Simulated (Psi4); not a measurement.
diethyl sulfide (C4H10S), singlet, geometry from GFN2-xTB; M06-2X/3-21G in Psi4 1.11.

Input for Psi4:
```
memory 2 GB

molecule mol {
0 1
  C     2.560674   -0.007758   -0.238388
  C     1.106354    0.249564   -0.581266
  S     0.038049   -0.224781    0.829016
  C    -1.553893    0.475589    0.276743
  C    -2.192962   -0.315920   -0.848776
  H     2.850209    0.567661    0.637580
  H     3.196552    0.277998   -1.074003
  H     2.716776   -1.061996   -0.022780
  H     0.930353    1.308383   -0.777189
  H     0.803100   -0.338536   -1.448012
  H    -1.375110    1.512437   -0.011201
  H    -2.182656    0.457998    1.166380
  H    -2.314895   -1.355578   -0.554183
  H    -1.582153   -0.278953   -1.748084
  H    -3.171995    0.098226   -1.082633
}

set basis 3-21g
set reference rks

energy('m06-2x')
print_variables()
```

**Question.** Predict the main parts of the log of this Psi4 run.

**Answer.** 
```
   => Loading Basis Set <=

    Name: 3-21G
    Role: ORBITAL
    Keyword: BASIS

         ---------------------------------------------------------
                                   SCF
               by Justin Turney, Rob Parrish, Andy Simmonett
                          and Daniel G. A. Smith
                              RKS Reference
         ---------------------------------------------------------

  ==> Geometry <==

    Molecular point group: c1
    Full point group: C1

    Geometry (in Angstrom), charge = 0, multiplicity = 1:

       Center              X                  Y                   Z               Mass
    ------------   -----------------  -----------------  -----------------  -----------------
         C            2.559255387649     0.005257842586    -0.292274941096    12.000000000000
         C            1.104935387649     0.262579842586    -0.635152941096    12.000000000000
         S            0.036630387649    -0.211765157414     0.775129058904    31.972071174400
         C           -1.555311612351     0.488604842586     0.222856058904    12.000000000000
         C           -2.194380612351    -0.302904157414    -0.902662941096    12.000000000000
         H            2.848790387649     0.580676842586     0.583693058904     1.007825032230
         H            3.195133387649     0.291013842586    -1.127889941096     1.007825032230
         H            2.715357387649    -1.048980157414    -0.076666941096     1.007825032230
         H            0.928934387649     1.321398842586    -0.831075941096     1.007825032230
         H            0.801681387649    -0.325520157414    -1.501898941096     1.007825032230
         H           -1.376528612351     1.525452842586    -0.065087941096     1.007825032230
         H           -2.184074612351     0.471013842586     1.112493058904     1.007825032230
         H           -2.316313612351    -1.342562157414    -0.608069941096     1.007825032230
         H           -1.583571612351    -0.265937157414    -1.801970941096     1.007825032230
         H           -3.173413612351     0.111241842586    -1.136519941096     1.007825032230

  Running in c1 symmetry.

  Rotational constants: A =      0.28005  B =      0.06840  C =      0.06049 [cm^-1]
  Rotational constants: A =   8395.69937  B =   2050.71133  C =   1813.37376 [MHz]
  Nuclear repulsion =  236.155209571526655

  Charge       = 0
  Multiplicity = 1
  Electrons    = 50
  Nalpha       = 25
  Nbeta        = 25

  ==> Algorithm <==

[...]
   @DF-RKS iter   2:  -553.58451203976961   -6.80434e-02   6.64191e-03 ADIIS/DIIS
   @DF-RKS iter   3:  -553.69059293362545   -1.06081e-01   4.93939e-04 ADIIS/DIIS
   @DF-RKS iter   4:  -553.69120272573412   -6.09792e-04   1.98682e-04 ADIIS/DIIS
   @DF-RKS iter   5:  -553.69131302927417   -1.10304e-04   3.38024e-05 DIIS
   @DF-RKS iter   6:  -553.69131549409781   -2.46482e-06   1.17649e-05 DIIS
   @DF-RKS iter   7:  -553.69131584701972   -3.52922e-07   8.95063e-07 DIIS
  Energy and wave function converged.

  ==> Post-Iterations <==

   Electrons on quadrature grid:
      Ntotal   =   49.9999715791 ; deviation = -2.842e-05

    Orbital Energies [Eh]
    ---------------------

    Doubly Occupied:

[...]
      25A     -0.268312

    Virtual:

[...]
    Final Occupation by Irrep:
              A
    DOCC [    25 ]
    NA   [    25 ]
    NB   [    25 ]

  @DF-RKS Final Energy:  -553.69131584701972

   => Energetics <=

    Nuclear Repulsion Energy =            236.1552095715266546
    One-Electron Energy =               -1226.9548897812619543
    Two-Electron Energy =                 461.4691311026562630
    DFT Exchange-Correlation Energy =     -24.3607667399406367
    Empirical Dispersion Energy =           0.0000000000000000
    VV10 Nonlocal Energy =                  0.0000000000000000
    Total Energy =                       -553.6913158470196095

Computation Completed

Properties will be evaluated at   0.000000,   0.000000,   0.000000 [a0]

Properties computed using the SCF density matrix

 Multipole Moments:

 ------------------------------------------------------------------------------------
     Multipole            Electronic (a.u.)      Nuclear  (a.u.)        Total (a.u.)
 ------------------------------------------------------------------------------------

 L = 1.  Multiply by 2.5417464519 to convert [e a0] to [Debye]
 Dipole X            :         -0.0090786           -0.1340338           -0.1431123
 Dipole Y            :         -0.8800000            1.2298076            0.3498075
 Dipole Z            :          4.4417826           -5.0915610           -0.6497785
 Magnitude           :                                                    0.7517037

 ------------------------------------------------------------------------------------

  Variable Map:
  ----------------------------------------------------------------------------
[...]
  Array Variable Map:
  ----------------------------------------------------------------------------
[...]
[...]
```
